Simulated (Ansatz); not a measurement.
Molecular dynamics of F$_{4}$H$_{2}$O$_{2}$W

input.yaml

```yaml
crystal:
  periodic: [false, false, false]
  atoms:
    - { symbol: W, position_ang: [0.082389, 0.025158, 0.022463] }
    - { symbol: F, position_ang: [-0.027724, 0.091928, 1.872279] }
    - { symbol: F, position_ang: [1.91617, 0.170465, 0.200321] }
    - { symbol: F, position_ang: [0.004219, 1.874007, 0.124121] }
    - { symbol: F, position_ang: [-1.765366, 0.027346, -0.01419] }
    - { symbol: O, position_ang: [0.147156, -1.790269, 0.120177] }
    - { symbol: H, position_ang: [0.150267, -2.598657, 0.610914] }
    - { symbol: O, position_ang: [0.184161, 0.116544, -1.785939] }
    - { symbol: H, position_ang: [0.218128, 0.508779, -2.644946] }
basis:
  gaussian: { orbitals: def2-SVP }
hamiltonian:
  xc: hf
md:
  timestep: 0.5
  n_steps: 150
  ensemble: nve
  temperature: 400.0
  initial_velocities: maxwell_boltzmann
  seed: 715502
```

Command:

```bash
$ ansatz run input.yaml --threads 2 --pin off --max-ram 3072MiB --backend cpu --events-out ev --progress --plain --runs-dir out
```

It starts from a relaxed structure.

Output, in part (one step line in 2, the closing report, with atoms numbered from 0):

```
md step     0: t =     0.00 fs  T =   400.0 K  F+E_penalty+E_count = -16728.92936989 eV  E_kin = 0.361928 eV  conserved = -16728.56744189 eV  (41 SCF iters)
md step     2: t =     1.00 fs  T =   366.1 K  F+E_penalty+E_count = -16728.89746840 eV  E_kin = 0.331224 eV  conserved = -16728.56624394 eV  (42 SCF iters)
md step     4: t =     2.00 fs  T =   332.2 K  F+E_penalty+E_count = -16728.86576914 eV  E_kin = 0.300578 eV  conserved = -16728.56519124 eV  (42 SCF iters)
md step     6: t =     3.00 fs  T =   353.0 K  F+E_penalty+E_count = -16728.88610657 eV  E_kin = 0.319401 eV  conserved = -16728.56670555 eV  (44 SCF iters)
md step     8: t =     4.00 fs  T =   350.3 K  F+E_penalty+E_count = -16728.88415254 eV  E_kin = 0.316961 eV  conserved = -16728.56719173 eV  (43 SCF iters)
md step    10: t =     5.00 fs  T =   291.9 K  F+E_penalty+E_count = -16728.83012764 eV  E_kin = 0.264161 eV  conserved = -16728.56596670 eV  (43 SCF iters)
md step    12: t =     6.00 fs  T =   248.0 K  F+E_penalty+E_count = -16728.78966233 eV  E_kin = 0.224394 eV  conserved = -16728.56526828 eV  (43 SCF iters)
md step    14: t =     7.00 fs  T =   258.8 K  F+E_penalty+E_count = -16728.80047992 eV  E_kin = 0.234153 eV  conserved = -16728.56632666 eV  (44 SCF iters)
md step    16: t =     8.00 fs  T =   262.4 K  F+E_penalty+E_count = -16728.80473124 eV  E_kin = 0.237411 eV  conserved = -16728.56732013 eV  (42 SCF iters)
md step    18: t =     9.00 fs  T =   206.8 K  F+E_penalty+E_count = -16728.75316953 eV  E_kin = 0.187142 eV  conserved = -16728.56602726 eV  (43 SCF iters)
md step    20: t =    10.00 fs  T =   165.1 K  F+E_penalty+E_count = -16728.71445703 eV  E_kin = 0.149355 eV  conserved = -16728.56510219 eV  (44 SCF iters)
md step    22: t =    11.00 fs  T =   185.4 K  F+E_penalty+E_count = -16728.73444185 eV  E_kin = 0.167786 eV  conserved = -16728.56665567 eV  (44 SCF iters)
md step    24: t =    12.00 fs  T =   186.5 K  F+E_penalty+E_count = -16728.73576803 eV  E_kin = 0.168704 eV  conserved = -16728.56706412 eV  (43 SCF iters)
md step    26: t =    13.00 fs  T =   139.3 K  F+E_penalty+E_count = -16728.69189592 eV  E_kin = 0.126049 eV  conserved = -16728.56584662 eV  (43 SCF iters)
md step    28: t =    14.00 fs  T =   113.5 K  F+E_penalty+E_count = -16728.66794921 eV  E_kin = 0.102715 eV  conserved = -16728.56523397 eV  (44 SCF iters)
md step    30: t =    15.00 fs  T =   144.2 K  F+E_penalty+E_count = -16728.69678939 eV  E_kin = 0.130432 eV  conserved = -16728.56635739 eV  (42 SCF iters)
md step    32: t =    16.00 fs  T =   165.6 K  F+E_penalty+E_count = -16728.71715646 eV  E_kin = 0.149838 eV  conserved = -16728.56731804 eV  (43 SCF iters)
md step    34: t =    17.00 fs  T =   128.4 K  F+E_penalty+E_count = -16728.68215285 eV  E_kin = 0.116168 eV  conserved = -16728.56598481 eV  (43 SCF iters)
md step    36: t =    18.00 fs  T =   107.9 K  F+E_penalty+E_count = -16728.66281367 eV  E_kin = 0.097650 eV  conserved = -16728.56516352 eV  (44 SCF iters)
md step    38: t =    19.00 fs  T =   147.2 K  F+E_penalty+E_count = -16728.69991276 eV  E_kin = 0.133158 eV  conserved = -16728.56675467 eV  (43 SCF iters)
md step    40: t =    20.00 fs  T =   161.4 K  F+E_penalty+E_count = -16728.71313903 eV  E_kin = 0.146038 eV  conserved = -16728.56710104 eV  (42 SCF iters)
md step    42: t =    21.00 fs  T =   124.4 K  F+E_penalty+E_count = -16728.67842255 eV  E_kin = 0.112557 eV  conserved = -16728.56586593 eV  (42 SCF iters)
md step    44: t =    22.00 fs  T =   106.6 K  F+E_penalty+E_count = -16728.66173329 eV  E_kin = 0.096443 eV  conserved = -16728.56529065 eV  (42 SCF iters)
md step    46: t =    23.00 fs  T =   140.8 K  F+E_penalty+E_count = -16728.69380243 eV  E_kin = 0.127358 eV  conserved = -16728.56644409 eV  (42 SCF iters)
md step    48: t =    24.00 fs  T =   160.2 K  F+E_penalty+E_count = -16728.71227358 eV  E_kin = 0.144951 eV  conserved = -16728.56732305 eV  (42 SCF iters)
md step    50: t =    25.00 fs  T =   121.1 K  F+E_penalty+E_count = -16728.67544469 eV  E_kin = 0.109559 eV  conserved = -16728.56588605 eV  (42 SCF iters)
md step    52: t =    26.00 fs  T =   104.1 K  F+E_penalty+E_count = -16728.65941999 eV  E_kin = 0.094232 eV  conserved = -16728.56518770 eV  (43 SCF iters)
md step    54: t =    27.00 fs  T =   146.1 K  F+E_penalty+E_count = -16728.69901976 eV  E_kin = 0.132194 eV  conserved = -16728.56682534 eV  (42 SCF iters)
md step    56: t =    28.00 fs  T =   159.8 K  F+E_penalty+E_count = -16728.71166568 eV  E_kin = 0.144622 eV  conserved = -16728.56704407 eV  (41 SCF iters)
md step    58: t =    29.00 fs  T =   127.0 K  F+E_penalty+E_count = -16728.68065628 eV  E_kin = 0.114907 eV  conserved = -16728.56574906 eV  (43 SCF iters)
md step    60: t =    30.00 fs  T =   122.3 K  F+E_penalty+E_count = -16728.67594564 eV  E_kin = 0.110694 eV  conserved = -16728.56525212 eV  (42 SCF iters)
md step    62: t =    31.00 fs  T =   173.9 K  F+E_penalty+E_count = -16728.72387114 eV  E_kin = 0.157373 eV  conserved = -16728.56649825 eV  (42 SCF iters)
md step    64: t =    32.00 fs  T =   209.6 K  F+E_penalty+E_count = -16728.75691915 eV  E_kin = 0.189651 eV  conserved = -16728.56726853 eV  (41 SCF iters)
md step    66: t =    33.00 fs  T =   190.3 K  F+E_penalty+E_count = -16728.73795070 eV  E_kin = 0.172216 eV  conserved = -16728.56573505 eV  (42 SCF iters)
md step    68: t =    34.00 fs  T =   198.4 K  F+E_penalty+E_count = -16728.74487677 eV  E_kin = 0.179556 eV  conserved = -16728.56532112 eV  (42 SCF iters)
md step    70: t =    35.00 fs  T =   255.4 K  F+E_penalty+E_count = -16728.79808443 eV  E_kin = 0.231079 eV  conserved = -16728.56700585 eV  (42 SCF iters)
md step    72: t =    36.00 fs  T =   272.1 K  F+E_penalty+E_count = -16728.81319421 eV  E_kin = 0.246158 eV  conserved = -16728.56703587 eV  (41 SCF iters)
md step    74: t =    37.00 fs  T =   242.5 K  F+E_penalty+E_count = -16728.78518379 eV  E_kin = 0.219458 eV  conserved = -16728.56572579 eV  (43 SCF iters)
md step    76: t =    38.00 fs  T =   243.7 K  F+E_penalty+E_count = -16728.78594917 eV  E_kin = 0.220543 eV  conserved = -16728.56540661 eV  (43 SCF iters)
md step    78: t =    39.00 fs  T =   292.9 K  F+E_penalty+E_count = -16728.83181654 eV  E_kin = 0.265058 eV  conserved = -16728.56675844 eV  (41 SCF iters)
md step    80: t =    40.00 fs  T =   311.5 K  F+E_penalty+E_count = -16728.84920378 eV  E_kin = 0.281880 eV  conserved = -16728.56732412 eV  (41 SCF iters)
md step    82: t =    41.00 fs  T =   270.9 K  F+E_penalty+E_count = -16728.81077578 eV  E_kin = 0.245126 eV  conserved = -16728.56565011 eV  (41 SCF iters)
md step    84: t =    42.00 fs  T =   259.4 K  F+E_penalty+E_count = -16728.80015976 eV  E_kin = 0.234697 eV  conserved = -16728.56546236 eV  (42 SCF iters)
md step    86: t =    43.00 fs  T =   288.0 K  F+E_penalty+E_count = -16728.82761361 eV  E_kin = 0.260545 eV  conserved = -16728.56706817 eV  (42 SCF iters)
md step    88: t =    44.00 fs  T =   271.4 K  F+E_penalty+E_count = -16728.81246033 eV  E_kin = 0.245571 eV  conserved = -16728.56688896 eV  (42 SCF iters)
md step    90: t =    45.00 fs  T =   216.4 K  F+E_penalty+E_count = -16728.76136021 eV  E_kin = 0.195782 eV  conserved = -16728.56557871 eV  (42 SCF iters)
md step    92: t =    46.00 fs  T =   199.9 K  F+E_penalty+E_count = -16728.74632818 eV  E_kin = 0.180897 eV  conserved = -16728.56543103 eV  (43 SCF iters)
md step    94: t =    47.00 fs  T =   229.2 K  F+E_penalty+E_count = -16728.77419214 eV  E_kin = 0.207350 eV  conserved = -16728.56684192 eV  (42 SCF iters)
md step    96: t =    48.00 fs  T =   223.1 K  F+E_penalty+E_count = -16728.76907553 eV  E_kin = 0.201884 eV  conserved = -16728.56719129 eV  (42 SCF iters)
md step    98: t =    49.00 fs  T =   166.7 K  F+E_penalty+E_count = -16728.71624012 eV  E_kin = 0.150795 eV  conserved = -16728.56544476 eV  (42 SCF iters)
md step   100: t =    50.00 fs  T =   152.8 K  F+E_penalty+E_count = -16728.70374885 eV  E_kin = 0.138239 eV  conserved = -16728.56551018 eV  (43 SCF iters)
md step   102: t =    51.00 fs  T =   179.7 K  F+E_penalty+E_count = -16728.72967214 eV  E_kin = 0.162587 eV  conserved = -16728.56708469 eV  (41 SCF iters)
md step   104: t =    52.00 fs  T =   161.2 K  F+E_penalty+E_count = -16728.71257516 eV  E_kin = 0.145819 eV  conserved = -16728.56675663 eV  (42 SCF iters)
md step   106: t =    53.00 fs  T =   111.1 K  F+E_penalty+E_count = -16728.66598209 eV  E_kin = 0.100524 eV  conserved = -16728.56545844 eV  (43 SCF iters)
md step   108: t =    54.00 fs  T =   105.1 K  F+E_penalty+E_count = -16728.66054270 eV  E_kin = 0.095064 eV  conserved = -16728.56547881 eV  (43 SCF iters)
md step   110: t =    55.00 fs  T =   140.5 K  F+E_penalty+E_count = -16728.69402044 eV  E_kin = 0.127091 eV  conserved = -16728.56692904 eV  (41 SCF iters)
md step   112: t =    56.00 fs  T =   135.4 K  F+E_penalty+E_count = -16728.68956773 eV  E_kin = 0.122487 eV  conserved = -16728.56708044 eV  (42 SCF iters)
md step   114: t =    57.00 fs  T =    87.2 K  F+E_penalty+E_count = -16728.64419242 eV  E_kin = 0.078876 eV  conserved = -16728.56531644 eV  (66 SCF iters)
md step   116: t =    58.00 fs  T =    90.5 K  F+E_penalty+E_count = -16728.64750340 eV  E_kin = 0.081875 eV  conserved = -16728.56562885 eV  (42 SCF iters)
md step   118: t =    59.00 fs  T =   130.3 K  F+E_penalty+E_count = -16728.68505939 eV  E_kin = 0.117892 eV  conserved = -16728.56716755 eV  (41 SCF iters)
md step   120: t =    60.00 fs  T =   120.0 K  F+E_penalty+E_count = -16728.67528502 eV  E_kin = 0.108603 eV  conserved = -16728.56668154 eV  (40 SCF iters)
md step   122: t =    61.00 fs  T =    82.1 K  F+E_penalty+E_count = -16728.63965624 eV  E_kin = 0.074276 eV  conserved = -16728.56537988 eV  (41 SCF iters)
md step   124: t =    62.00 fs  T =    91.8 K  F+E_penalty+E_count = -16728.64863072 eV  E_kin = 0.083067 eV  conserved = -16728.56556323 eV  (42 SCF iters)
md step   126: t =    63.00 fs  T =   137.6 K  F+E_penalty+E_count = -16728.69147893 eV  E_kin = 0.124461 eV  conserved = -16728.56701802 eV  (42 SCF iters)
md step   128: t =    64.00 fs  T =   137.9 K  F+E_penalty+E_count = -16728.69172302 eV  E_kin = 0.124765 eV  conserved = -16728.56695754 eV  (41 SCF iters)
md step   130: t =    65.00 fs  T =   102.2 K  F+E_penalty+E_count = -16728.65768720 eV  E_kin = 0.092477 eV  conserved = -16728.56520973 eV  (42 SCF iters)
md step   132: t =    66.00 fs  T =   123.7 K  F+E_penalty+E_count = -16728.67768132 eV  E_kin = 0.111901 eV  conserved = -16728.56578000 eV  (41 SCF iters)
md step   134: t =    67.00 fs  T =   173.6 K  F+E_penalty+E_count = -16728.72429212 eV  E_kin = 0.157040 eV  conserved = -16728.56725258 eV  (42 SCF iters)
md step   136: t =    68.00 fs  T =   168.3 K  F+E_penalty+E_count = -16728.71888003 eV  E_kin = 0.152297 eV  conserved = -16728.56658296 eV  (41 SCF iters)
md step   138: t =    69.00 fs  T =   141.6 K  F+E_penalty+E_count = -16728.69346300 eV  E_kin = 0.128158 eV  conserved = -16728.56530524 eV  (42 SCF iters)
md step   140: t =    70.00 fs  T =   167.6 K  F+E_penalty+E_count = -16728.71730159 eV  E_kin = 0.151619 eV  conserved = -16728.56568277 eV  (42 SCF iters)
md step   142: t =    71.00 fs  T =   223.5 K  F+E_penalty+E_count = -16728.76932387 eV  E_kin = 0.202197 eV  conserved = -16728.56712648 eV  (41 SCF iters)
md step   144: t =    72.00 fs  T =   228.3 K  F+E_penalty+E_count = -16728.77345515 eV  E_kin = 0.206614 eV  conserved = -16728.56684090 eV  (42 SCF iters)
md step   146: t =    73.00 fs  T =   202.8 K  F+E_penalty+E_count = -16728.74867033 eV  E_kin = 0.183518 eV  conserved = -16728.56515236 eV  (65 SCF iters)
md step   148: t =    74.00 fs  T =   235.3 K  F+E_penalty+E_count = -16728.77889668 eV  E_kin = 0.212908 eV  conserved = -16728.56598904 eV  (43 SCF iters)
md step   150: t =    75.00 fs  T =   283.5 K  F+E_penalty+E_count = -16728.82379768 eV  E_kin = 0.256473 eV  conserved = -16728.56732502 eV  (66 SCF iters)
Total energy: -16728.82379768 eV, -614.7729353606 hartree
Atom 0 at     0.079777     0.024156     0.035251 Å, force    -0.438567     0.811083    -1.211714 eV/Å
Atom 1 at     0.063521     0.070048     1.882237 Å, force    -0.296874     0.254952     0.035420 eV/Å
Atom 2 at     1.890917     0.199611     0.229143 Å, force     0.648858    -0.145805    -0.130736 eV/Å
Atom 3 at    -0.007513     1.882336     0.021886 Å, force    -0.298972    -0.150488     0.501777 eV/Å
Atom 4 at    -1.775737    -0.004051    -0.014263 Å, force     0.228301     0.177241     0.221658 eV/Å
Atom 5 at     0.093154    -1.777361     0.075812 Å, force    -0.029501    -0.481949    -0.031809 eV/Å
Atom 6 at    -0.212046    -2.654580     0.243060 Å, force     0.062259    -0.096862     0.023287 eV/Å
Atom 7 at     0.216540     0.142128    -1.791237 Å, force     0.337686    -0.338639     0.169123 eV/Å
Atom 8 at     0.572822     0.434395    -2.623779 Å, force    -0.213190    -0.029534     0.422994 eV/Å
Dipole moment:     0.073371    -0.776037    -0.678041 e Å
```

All steps were run. The conserved energy stayed within 0.27 meV per atom of its start (net change 0.013 meV per atom), so the integration is sound. The temperature averaged 0.45 of the 400 K drawn at the start: a run that starts near a minimum puts about half its kinetic energy into the potential. A run of 0.075 ps of so small a system gives no equilibrium averages.

The same pairs are bonded in the first frame and the last. Pairs count as bonded within 1.25 times the sum of covalent radii (0.12 Å more for H–H).

Last frame:

```xyz
9
Properties=species:S:1:pos:R:3
W 0.080 0.024 0.035
F 0.064 0.070 1.882
F 1.891 0.200 0.229
F -0.007 1.882 0.022
F -1.776 -0.004 -0.014
O 0.093 -1.777 0.076
H -0.212 -2.655 0.243
O 0.216 0.142 -1.791
H 0.573 0.434 -2.624
```

The run took 5.8 min on 2 threads of Arm Neoverse V1 (shared host), peak memory 0.3 GiB.
